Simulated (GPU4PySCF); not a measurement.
hexaazatrinaphthylene (C24H12N6), SMILES c1ccc2nc3c(nc2c1)c1nc2ccccc2nc1c1nc2ccccc2nc31.

The structure is a stationary point at PBE0-D3(BJ)/def2-SVP.

These are TDA-PBE/def2-SVPD (GPU4PySCF) values and carry that method's errors.

Vertical excitations; the highest root listed may be one member of a degenerate set. 

Computed excitation energies, oscillator strengths and character:
```json
[
 {"state": "S1", "energy (eV)": "2.14", "λ (nm)": "580", "f": "0.000", "main pairs": "HOMO→LUMO (degenerate set)"},
 {"state": "S2", "energy (eV)": "2.14", "λ (nm)": "580", "f": "0.000", "main pairs": "HOMO−1→LUMO (degenerate set)"},
 {"state": "S3", "energy (eV)": "2.21", "λ (nm)": "560", "f": "0.001", "main pairs": "HOMO−2→LUMO 95 %"},
 {"state": "S4", "energy (eV)": "2.53", "λ (nm)": "490", "f": "0.000", "main pairs": "HOMO−1→LUMO+1 49 %, HOMO→LUMO+2 49 %"},
 {"state": "S5", "energy (eV)": "2.56", "λ (nm)": "484", "f": "0.000", "main pairs": "HOMO→LUMO+1, HOMO−1→LUMO+2, HOMO−2→LUMO+1, HOMO−1→LUMO+1 (degenerate set)"},
 {"state": "S6", "energy (eV)": "2.56", "λ (nm)": "484", "f": "0.000", "main pairs": "HOMO→LUMO+2, HOMO−1→LUMO+1, HOMO−2→LUMO+2, HOMO→LUMO+1 (degenerate set)"},
 {"state": "S7", "energy (eV)": "2.63", "λ (nm)": "472", "f": "0.002", "main pairs": "HOMO−1→LUMO+2 46 %, HOMO→LUMO+1 46 %"},
 {"state": "S8", "energy (eV)": "2.68", "λ (nm)": "463", "f": "0.000", "main pairs": "HOMO−2→LUMO+1 81 %"},
 {"state": "T1", "energy (eV)": "1.96", "λ (nm)": "634", "f": "0", "main pairs": "HOMO→LUMO (degenerate set)"},
 {"state": "T2", "energy (eV)": "1.96", "λ (nm)": "634", "f": "0", "main pairs": "HOMO−1→LUMO (degenerate set)"},
 {"state": "T3", "energy (eV)": "2.04", "λ (nm)": "608", "f": "0", "main pairs": "HOMO−2→LUMO 94 %"},
 {"state": "T4", "energy (eV)": "2.37", "λ (nm)": "522", "f": "0", "main pairs": "HOMO−3→LUMO 95 %"}
]
```
Triplets are in the Tamm–Dancoff approximation.
